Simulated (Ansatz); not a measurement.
`[F][In]([SH])[Br]` + H₂O → `[OH][In]([SH])[Br]` + H–F  (formal hydrolysis of the In–F bond)

Isolated molecules relaxed with PBE0-D4/def2-TZVP in Ansatz; ΔE leaves out vibrations. CCSD(T)/CBS adds triple-zeta CCSD(T) − MP2 to the extrapolated MP2 energy (def2 sets, frozen cores). This one scheme is used for every species. DFT in def2-TZVPP. B3LYP here is the variant with VWN-RPA as its local correlation; programs differ in this. def2 core potentials past Kr. For Br, In outer-core shells are correlated without core-valence functions, which leaves a few kJ/mol of doubt a bond. Scalar relativity is left out up to krypton. One conformer a species, not always the lowest.

```tsv
level	ΔE (kJ/mol)
PBE-D4	27.5
r2SCAN-D4	29.8
B3LYP-D4	30.0
PBE	29.0
HF/def2-TZVPP	36.7
MP2/def2-TZVPP	17.7
CCSD/def2-TZVPP	23.5
CCSD/CBS(def2)	25.5
```

**Question.** What does CCSD(T)/CBS give? (An estimate is asked.)

**Answer.** Ansatz gave: +23.6 kJ/mol. The listed levels differ from it by 3.9, 6.2, 6.4, 5.4, 13.1, -5.9, -0.1, 1.9 kJ/mol.

Largest T1 diagnostic among the species: 0.013.

In def2-TZVPP, CCSD(T) changes the Hartree–Fock value by −15.1 kJ/mol (the triples alone add −1.9 kJ/mol) and MP2 by −19.0 kJ/mol.
